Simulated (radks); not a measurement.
Results of a calculation; reference values are marked as such.
All-electron atom: Ho4+ in [Xe] 4f9 (the NIST ground configuration).

Code: a radial shooting solver on a logarithmic mesh with Libxc functionals. Model: Dirac Kohn-Sham, PBE, spin-unpolarised, spherical densities, finite nucleus; open shells fill j = l - 1/2 first; Fermi nuclear charge, rms radius 5.2022 fm.

Energy parts (eV):
total: -343518.67
kinetic: 377927.02
electron-nucleus: -845096.92
Hartree: 130995.55
exchange-correlation: -7344.32

Orbitals (lengths in bohr, moments of r in powers of bohr; r(90%) holds 90 % of the orbital's charge):
orbital  occ.  eigenvalue (eV)  r(90%)      <r>       <r^4>  small-component weight
1s1/2       2        -55476.86  0.0376  0.02074   9.258e-07                6.27e-02
2s1/2       2        -9320.050   0.136  0.08754   0.0001442                1.40e-02
2p1/2       2        -8873.858   0.120  0.07291  0.00008845                1.40e-02
2p3/2       4        -8017.062   0.130  0.08007   0.0001195                1.29e-02
3s1/2       2        -2125.306   0.337   0.2294    0.005499                4.48e-03
3p1/2       2        -1929.911   0.329   0.2192    0.004951                4.42e-03
3p3/2       4        -1750.997   0.348   0.2327    0.006197                4.11e-03
3d3/2       4        -1415.670   0.320   0.2054    0.004389                3.99e-03
3d5/2       6        -1376.595   0.326   0.2096    0.004703                3.90e-03
4s1/2       2        -463.9222   0.744   0.5177      0.1332                1.44e-03
4p1/2       2        -386.2122   0.767   0.5270      0.1494                1.36e-03
4p3/2       4        -345.7950   0.811   0.5575      0.1869                1.25e-03
4d3/2       4        -217.6608   0.879   0.5858      0.2569                1.07e-03
4d5/2       6        -210.2721   0.895   0.5965      0.2760                1.04e-03
5s1/2       2         -97.0505    1.75    1.225       4.115                3.22e-04
5p1/2       2         -74.6214    1.95    1.347       6.234                2.66e-04
5p3/2       4         -68.5880    2.07    1.429       7.878                2.39e-04
4f5/2       6         -56.0449    1.24   0.7402       1.145                6.73e-04
4f7/2       3         -54.9286    1.26   0.7496       1.211                6.61e-04

The highest occupied level is 4f7/2 at -54.929 eV. The electron density at the nucleus is 8.054e+05 e/bohr^3. Summed over all electrons, <r^2> = 30.72 bohr^2, which gives a Langevin (diamagnetic) susceptibility term of -24.3 x 10^-6 cm^3/mol. The density falls to 0.001 e/bohr^3 at r = 3.01 bohr.
